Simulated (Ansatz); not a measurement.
CH₄SeSi (`[SiH3]C=[Se]`) at its PBE0-D4/def2-TZVP geometry, where that method's forces vanish. The species carries charge 0 and has multiplicity 1.

```xyz
7

Si    0.1143   -0.5482   -0.5854
C    -0.2830    0.7232    0.7286
Se    0.8973    1.3814    1.8465
H    -0.2532    0.0070   -1.9168
H    -0.7190   -1.7585   -0.3474
H     1.5544   -0.8858   -0.5372
H    -1.3108    1.0808    0.8118
```

(1) What forces (eV/Å) does B3LYP-D4/def2-TZVPP give on these atoms in the Gaussian-basis code of Ansatz? (Estimate.)

Answers

(1) Computed: 
```
Si1  0.000 -0.096 -0.109
C2  -0.292 -0.085 -0.185
Se3  0.243  0.166  0.263
H4   0.026 -0.037  0.075
H5   0.054  0.067 -0.018
H6  -0.100  0.017 -0.010
H7   0.069 -0.033 -0.016
```

B3LYP here is the variant with VWN-RPA as its local correlation; programs differ in this.
